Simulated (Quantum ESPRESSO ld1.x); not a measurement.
Results of a calculation; reference values are marked as such.
Task: All-electron atom: V+ in [Ar] 3d(up 4, down 0). Level of theory: scalar-relativistic Kohn-Sham, LDA (Slater exchange, Perdew-Zunger correlation), spin-polarised, spherical densities, point nucleus (ld1.x of Quantum ESPRESSO 7.5). Some entries of the table are withheld. Estimate them.

orbital  occ.  eigenvalue (eV)  <1/r> (bohr^-1)  <r> (bohr)
1s down     1         -5353.59            22.80     0.06657
1s up       1         -5353.58            22.80     0.06657
2s up       1         -603.189            4.784      0.3092
2s down     1         -602.008            4.790      0.3088
2p up       3         -504.894            4.694      0.2746
2p down     3         -503.976            4.700      0.2742
3s up       1         -73.6880            1.476         (1)
3s down     1         -70.5774            1.473         (2)
3p up       3         -47.9914            1.338       1.031
3p down     3         -44.9248            1.334       1.034
3d up       4         -10.0240              (3)       1.516
3d down     0          -7.2692              (4)       1.647

Result: 
(1) 3s up <r> (bohr): 0.9573
(2) 3s down <r> (bohr): 0.9587
(3) 3d up <1/r> (bohr^-1): 0.9181
(4) 3d down <1/r> (bohr^-1): 0.8750
